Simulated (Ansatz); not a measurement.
Basis-set extrapolation for C₂H₆SSi (`C[Si]SC`) (PBE0-D4/def2-TZVP geometry, frozen core, the Gaussian-basis code of Ansatz). Multiplicity 1, RHF reference.

```tsv
	def2-TZVPP	def2-QZVPP
HF	-765.736295	-765.759966
MP2 correlation	-0.635821	-0.682235
CCSD(T) correlation	-0.719680	-0.761389
```

Energies in hartree. Use E(X) = E(∞) + A·exp(−7.88·√X) for Hartree–Fock and E(X) = E(∞) + B·X^(−2.97) for correlation, with X = 3 and 4.

What is the CCSD(T) energy at the basis-set limit?

HF limit: -765.759966 + (-0.023671) × 0.13774 = -765.76323. Correlation limit: -0.761389 + (-0.041709) × 0.74074 = -0.79228. Total: -766.55551 hartree, 261.3 kJ/mol below CCSD(T)/def2-TZVPP.
